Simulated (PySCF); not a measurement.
C2H6Si (SMILES C[Si]C), singlet, at a GFN2-xTB geometry. Base run: PBE/STO-3G run with PySCF.

PySCF was given this input:
```python
from pyscf import gto, scf, dft

mol = gto.M(
    atom='''
Si   -0.257819    0.115614    0.699275
C     0.747147    1.267276   -0.472566
H     0.925739    2.243125   -0.024830
H     0.225133    1.433692   -1.415471
H     1.720918    0.837868   -0.710368
C    -0.405789   -1.420352   -0.453292
H     0.574483   -1.792264   -0.753309
H    -0.956233   -1.180776   -1.363668
H    -0.928731   -2.241784    0.032944
''',
    basis='sto-3g',
    charge=0,
    spin=0,
    verbose=4,
    symmetry=True,
)

mf = dft.RKS(mol)
mf.xc = 'pbe'
mf.kernel()
mf.analyze()
```

Variants of this job, named by their change:

```
change                   ΔE vs base (mEh)  point group used  SCF cycles
-----------------------  ----------------  ----------------  ----------
base                                0.000                C2           7
irrep_nelec = A:16 B:16             264.6                C2           7
irrep_nelec = A:20 B:12            1021.9                C2           8
symmetry = off                      0.000                C1           7
```
